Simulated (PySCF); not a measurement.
A structure optimised at B3LYP-D3(BJ)/def2-SVP, used in a PySCF frequency run:

```xyz
27

C     -0.5269    -2.6641    -1.5107
Si    -0.0015    -1.5799    -0.0729
C      1.7331    -2.0302     0.4990
C     -1.2143    -1.7401     1.3593
O      0.0000     0.0000    -0.6150
Si     0.0015     1.5799    -0.0729
C      0.5269     2.6641    -1.5107
C     -1.7331     2.0302     0.4990
C      1.2143     1.7401     1.3593
H     -0.5366    -3.7292    -1.2260
H     -1.5377    -2.3938    -1.8567
H      0.1635    -2.5449    -2.3613
H      1.7859    -3.0800     0.8322
H      2.0498    -1.3921     1.3398
H      2.4604    -1.8967    -0.3184
H     -1.2676    -2.7787     1.7256
H     -0.9136    -1.1021     2.2069
H     -2.2285    -1.4369     1.0520
H      1.5377     2.3938    -1.8567
H      0.5366     3.7292    -1.2260
H     -0.1635     2.5449    -2.3613
H     -1.7859     3.0800     0.8322
H     -2.4604     1.8967    -0.3184
H     -2.0498     1.3921     1.3398
H      1.2676     2.7787     1.7256
H      2.2285     1.4369     1.0520
H      0.9136     1.1021     2.2069
```

Write its SMILES, formula and point group.

C[Si](C)(C)O[Si](C)(C)C, C₆H₁₈OSi₂, C2

What are its rotational constants (standard atomic weights)?

1.5909, 0.67969, 0.67452 GHz
